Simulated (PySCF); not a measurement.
Computed with B3LYP-D3(BJ)/def2-TZVP in PySCF. Isolated molecules, 0 K electronic values unless said otherwise. One relaxed conformer stands for a flexible species; it need not be the lowest. B3LYP has the VWN-RPA correlation part, as in Gaussian. Excitations are Tamm–Dancoff values on a coarser integration grid. The basis has no diffuse functions, so Rydberg states are missing or too high.

Reference species (SMILES): `B1CCN1` (neutral, multiplicity 1).

```yaml
S1 oscillator strength: 0.000
HOMO–LUMO gap: 7.78 eV
S1 excitation (TDA): 6.76 eV
```

Changed species: `B(CN)=C`.

### Question
What does the change do to the S1 oscillator strength, HOMO–LUMO gap and S1 excitation (TDA)?

### Answer
the S1 oscillator strength is nearly the same; the HOMO–LUMO gap falls by 2.55 eV, to 5.23 eV; the S1 excitation (TDA) falls by 3.12 eV, to 3.64 eV.
